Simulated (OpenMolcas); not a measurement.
**Sc I: the spin-orbit constant, thermal populations, worked from levels**

```json
{
 "Program": "OpenMolcas",
 "Basis": "ANO-RCC-VDZP [5s4p2d1f]",
 "Scalar Hamiltonian": "DKH2, point nucleus",
 "Active space": "3 electrons in 6 orbitals (3d 4s)",
 "State averaging": "2S+1 = 4 even, 17 roots (10 in the spin-orbit step); 2S+1 = 2 even, 30 roots (29 in the spin-orbit step)",
 "Spin-orbit coupling": "RASSI with atomic mean-field integrals over the reference wave functions, term energies averaged over their components"
}
```

Methods: CASSCF; MS-CASPT2, IPEA 0.25 Eh, imaginary shift 0.1 Eh (closed shells correlated: 3s 3p). Measured levels: NIST Handbook of Basic Atomic Spectroscopic Data.

**The spin-orbit constant.** For the Hund term 2D of d1, E(J) = (A/2) J(J+1) + constant and ζ = 2S·A = A. From J = 3/2 to J = 5/2 the energy changes by 2.5 A.

```
   Source  E(5/2) - E(3/2)     A   ζ
   CASSCF            138.4  55.4  55
MS-CASPT2            142.1  56.8  57
 measured            168.3  67.3  67
```

All in cm-1. MS-CASPT2 is off by -15.6 % and CASSCF by -17.8 %. Both methods take the spin-orbit matrix elements from the reference wave functions, so the second can move ζ only through the term energies and any multistate remixing.

**Thermal populations.** Z = Σ (2J + 1) exp(-E/kT) with k = 0.695035 cm-1/K, over the levels below. No other level of either list lies under 15600 cm-1, which is above 7 kT at each temperature.

| Level | 2J + 1 | MS-CASPT2 | measured |
| --- | --- | --- | --- |
| 3d 4s2 2D 3/2 | 4 | 0.0 | 0.0 |
| 3d 4s2 2D 5/2 | 6 | 142 | 168 |
| 3d2 4s 4F 3/2 | 4 | 10800 | 11520 |
| 3d2 4s 4F 5/2 | 6 | 10840 | 11558 |
| 3d2 4s 4F 7/2 | 8 | 10900 | 11610 |
| 3d2 4s 4F 9/2 | 10 | 10970 | 11677 |
| 3d2 4s 2F 5/2 | 6 | 15290 | 14926 |
| 3d2 4s 2F 7/2 | 8 | 15430 | 15042 |

| T (K) | Z, MS-CASPT2 | Z, measured levels | Ground level (%), MS-CASPT2 | Ground level (%), measured levels |
| --- | --- | --- | --- | --- |
| 1000 | 8.891 | 8.712 | 45.0 | 45.9 |
| 2000 | 9.429 | 9.324 | 42.4 | 42.9 |
| 3000 | 9.764 | 9.653 | 41.0 | 41.4 |

At 3000 K, kT = 2085 cm-1, and the computed levels give Z = 4.000 + 5.605 + 0.023 + 0.033 + 0.043 + 0.052 + 0.004 + 0.005 = 9.764.

CASPT2 breaks the degeneracy within a term, and the mean is taken; among the terms shown or strongly mixed into the levels shown the widest spread is 1500 cm-1 (3d2 4s 2F, MS-CASPT2). Some high roots are left out of the spin-orbit mixing, which shifts the levels that they would mix with. A single d shell beside an s shell can misplace configurations of different d count against each other. Without dynamic correlation excited terms often stand tens of per cent too high (terms of higher spin than the ground term too low), and those without a measured partner can miss by more than the paired ones (holds for CASSCF). Computed and measured levels are paired by configuration, term and J; levels that our copy of the source lacks, or whose pairing is in doubt (as where it misses far off the trend of its configuration), stay unpaired and out of the deviations. Levels of configurations outside the active space are missing.
